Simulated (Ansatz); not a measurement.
A made-up structure of CHSSe, doublet:

```tsv
atom	x (Å)	y (Å)	z (Å)
C1	0.3449	-0.1461	0.3707
S2	-0.5218	1.2908	0.0320
Se3	-1.1978	-0.7772	-0.5184
H4	-1.1408	-2.2656	-0.7665
```

It is relaxed with PBE-D4/def2-SVP and then PBE0-D4/def2-TZVP (Ansatz 0.2.0). Atoms count as bonded within 1.22 times the sum of their covalent radii (H–H: 0.88 Å). The end point is not checked to be a true minimum.

Task: Does its bonding change? (Judge from chemistry; the calculation decides.)

Result: The calculation gives: Yes. Formed: none; broken: S2–Se3.

Where it ends: The first stage lowers the energy by 2.86 eV in 9 steps. It ends as CHSSe ([S][C][SeH]):
```json
{"atom": "C1", "x (Å)": "-0.1942", "y (Å)": "-0.0245", "z (Å)": "0.0219"}
{"atom": "S2", "x (Å)": "0.0208", "y (Å)": "1.4928", "z (Å)": "0.3520"}
{"atom": "Se3", "x (Å)": "-1.5427", "y (Å)": "-1.0485", "z (Å)": "-0.6700"}
{"atom": "H4", "x (Å)": "-0.7993", "y (Å)": "-2.3179", "z (Å)": "-0.5862"}
```

Labels in which every atom is bracketed show which atoms are joined, not bond orders.

For scale, one of the runs: PBE0-D4/def2-TZVP relaxation, 122 basis functions, launched by `ansatz run in.yaml --threads 2 --pin off --events-out ev --progress --plain --max-ram 4352MiB`. The run took about 41 s on 2 CPU threads of an Arm Neoverse V1 (shared host).
